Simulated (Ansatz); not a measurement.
Cost and result for the atomization energy of C₂H₈AsN (`CC[AsH]N`) (12 atoms, 11 bonds).

```json
{"atom": "C1", "x (Å)": "-1.660", "y (Å)": "0.290", "z (Å)": "-0.805"}
{"atom": "C2", "x (Å)": "-0.155", "y (Å)": "0.130", "z (Å)": "-0.695"}
{"atom": "As3", "x (Å)": "0.496", "y (Å)": "0.546", "z (Å)": "1.115"}
{"atom": "N4", "x (Å)": "2.189", "y (Å)": "-0.183", "z (Å)": "0.921"}
{"atom": "H5", "x (Å)": "-2.004", "y (Å)": "0.102", "z (Å)": "-1.825"}
{"atom": "H6", "x (Å)": "-2.185", "y (Å)": "-0.408", "z (Å)": "-0.147"}
{"atom": "H7", "x (Å)": "-1.978", "y (Å)": "1.300", "z (Å)": "-0.534"}
{"atom": "H8", "x (Å)": "0.160", "y (Å)": "-0.883", "z (Å)": "-0.955"}
{"atom": "H9", "x (Å)": "0.368", "y (Å)": "0.815", "z (Å)": "-1.367"}
{"atom": "H10", "x (Å)": "-0.247", "y (Å)": "-0.636", "z (Å)": "1.763"}
{"atom": "H11", "x (Å)": "2.806", "y (Å)": "0.119", "z (Å)": "1.662"}
{"atom": "H12", "x (Å)": "2.211", "y (Å)": "-1.193", "z (Å)": "0.869"}
```

Charge 0, multiplicity 1. Correlated methods include outer-core shells of As, which these sets cover unevenly. Scalar relativity is left out up to krypton. The geometry is a stationary point of PBE0-D4/def2-TZVP. It is one conformer, not always the lowest. Program: Ansatz. All runs use 4 threads of an Arm Neoverse V1 on a shared host. Times are those of one run each, without the atoms' runs, and a repeat can differ threefold. Electronic energies, without spin–orbit coupling; frozen cores. CCSD(T)/CBS adds CCSD(T) − MP2 in def2-TZVPP to the MP2 limit, and its time is that of the two runs behind it. T1 = 0.010. With those shells the extrapolation isn't a true limit. B3LYP takes the VWN-RPA correlation (the form of Gaussian; ORCA's B3LYP/G).

CCSD(T)/CBS is a level of theory with its own doubt, some kJ/mol a heavy atom from the limit and from the frozen cores, so smaller differences don't rank the functionals.

| level | functions | wall time | atomization (kJ/mol) | difference from CCSD(T)/CBS | per bond |
| --- | --- | --- | --- | --- | --- |
| PBE-D4/def2-TZVPP (with forces) | 253 | 2.9 s | 4208.2 | 74.4 | 6.8 |
| PBE0-D4/def2-TZVPP | 253 | 3.5 s | 4138.4 | 4.6 | 0.4 |
| r2SCAN-D4/def2-TZVPP (with forces) | 253 | 6 s | 4126.0 | -7.8 | -0.7 |
| B3LYP-D4/def2-TZVPP (with forces) | 253 | 6 s | 4156.8 | 23.0 | 2.1 |
| B2PLYP/def2-TZVPP | 253 | 6.5 s | 4095.1 | -38.7 | -3.5 |
| ωB97X-V/def2-TZVPP | 253 | 9.5 s | 4160.9 | 27.1 | 2.5 |
| ωB97M-V/def2-TZVPP (with forces) | 253 | 14 s | 4145.0 | 11.2 | 1.0 |
| MP2/def2-QZVPP | 500 | 31 s | 4100.4 | -33.4 | -3.0 |
| CCSD(T)/def2-TZVPP | 253 | 4.3 min | 4028.6 | -105.2 | -9.6 |
| CCSD(T)/CBS(def2) | – | 4.8 min | 4133.8 | 0.0 | 0.0 |

In def2-TZVPP, CCSD(T) changes the Hartree–Fock value by +1106.4 kJ/mol (the triples alone add +56.4 kJ/mol) and MP2 by +1116.2 kJ/mol; breaking electron pairs costs correlation energy, which Hartree–Fock lacks. From PBE to PBE0 (25 % exact exchange), in def2-TZVPP and without D4, the atomization energy moves by −66.3 kJ/mol: exact exchange takes away binding that semilocal exchange gives to molecules. The D4 term adds +35.7 kJ/mol with B3LYP and +18.6 kJ/mol with PBE0; it sums over pairs of atoms, weighted by their polarisabilities, and B3LYP, whose exchange is more repulsive, gets the larger term.
